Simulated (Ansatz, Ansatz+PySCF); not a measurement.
| atom | x (Å) | y (Å) | z (Å) |
| --- | --- | --- | --- |
| C | -0.0799 | -0.0294 | 0.0171 |
| H | 1.0908 | 0.0470 | -0.0678 |
| H | -0.5421 | 0.9893 | 0.0517 |
| H | -0.5300 | -0.9211 | -0.0060 |

Basis set: def2-SVP (spherical functions). Correlated methods keep 1 orbital frozen. Charge 0, multiplicity 2.

Computed with Ansatz (development build ahead of 0.2.0); each method stands on the lowest determinant of its kind that the runs found.

(1) Give the atomization energy at this shape (free ground-state atoms in the same class of orbitals less the molecule, no zero-point energy) of doublet CH₃ by UHF-MP2, UHF.

Results:

(1)

```
 method  atomization energy
UHF-MP2     284.01 kcal/mol
    UHF     235.88 kcal/mol
```

Caution: the shape is not the minimum.
